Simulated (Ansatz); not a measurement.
`[NH2][Ta](=[S])([Cl])[Cl]` + H–F → `[NH2][Ta]([F])(=[S])[Cl]` + HCl at 700 K and 1 bar (ligand exchange at a Ta–Cl bond).

Isolated molecules relaxed with PBE0-D4/def2-TZVP in Ansatz; ΔE leaves out vibrations. CCSD(T)/CBS adds triple-zeta CCSD(T) − MP2 to the extrapolated MP2 energy (def2 sets, frozen cores). This one scheme is used for every species. def2 core potentials past Kr. For Ta outer-core shells are correlated without core-valence functions, which leaves a few kJ/mol of doubt a bond. Each species was taken in one conformer, which may not be the lowest.

| species | CCSD(T)/CBS energy (Eh) | H − E (kJ/mol) | S (J/(mol·K)) |
| --- | --- | --- | --- |
| `[NH2][Ta](=[S])([Cl])[Cl]` | -1430.35946 | 150.4 | 485.7 |
| H–F | -100.39570 | 45.2 | 198.5 |
| `[NH2][Ta]([F])(=[S])[Cl]` | -1070.37365 | 151.1 | 473.0 |
| HCl | -460.38127 | 38.4 | 211.8 |

H − E and S are ideal-gas, rigid-rotor, harmonic terms from PBE0-D4/def2-TZVP, for one conformer and one mirror image of each species. 1 Eh = 2625.50 kJ/mol, R = 8.31446 J/(mol·K).

By hand: ΔE, ΔH, ΔS and ΔG.

ΔE = (-1070.37365) + (-460.38127) − (-1430.35946) − (-100.39570) = 0.00024 Eh = 0.6 kJ/mol. Δ(H − E) = 151.1 + 38.4 − 150.4 − 45.2 = -6.1, so ΔH = -5.5 kJ/mol. ΔS = 473.0 + 211.8 − 485.7 − 198.5 = 0.6 J/(mol·K). ΔG = -5.5 − 700 × (0.6)/1000 = -5.9 kJ/mol.

By hand: the equilibrium constant, and the temperature at which ΔG would vanish if ΔH and ΔS stayed fixed.

log₁₀ K = −ΔG/(RT ln 10) = 0.4. ΔH and −TΔS have one sign here, so there is no such temperature. One of them is within its doubt of zero, so this could turn.

The number of gas molecules stays the same, so ΔS is small and ΔH decides. The sign of ΔG lies within the doubt. A doubt of 5 kJ/mol in ΔE shifts log₁₀ K by 0.4 here. Other conformers and mirror images would add mixing entropy, several J/(mol·K) or more a flexible species. These are equilibria of isolated gas molecules and say nothing of rates. Largest T1 diagnostic: 0.020 (customary marks: 0.02 for closed shells, 0.045 for open ones).
